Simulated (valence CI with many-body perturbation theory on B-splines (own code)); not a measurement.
# Which ion has this spectrum?

A relativistic CI+MBPT calculation for an atom or ion with 6 electrons gives these levels (eV):

```
J  Parity       E     g
0    even     0.0      
1    even  1698.8  1.47
2    even  1717.0  1.13
2     odd  2021.7  1.48
1     odd  2114.6  1.11
2    even  3442.7  1.29
0    even  3509.5      
2     odd  3690.4  1.54
3     odd  3735.7  1.29
0     odd  3803.7      
1     odd  3827.6  1.30
2     odd  3836.2  1.04
1     odd  3841.1  1.29
2    even  4177.8  1.30
```

The energies are calculated, and their last digits are not significant.

**Question.** Which is it?
A. Re69+
B. W68+
C. Pt72+
D. Ir71+

**Answer.** D. Ir71+, ground level (2s^2 2p1/2^2) J=0.
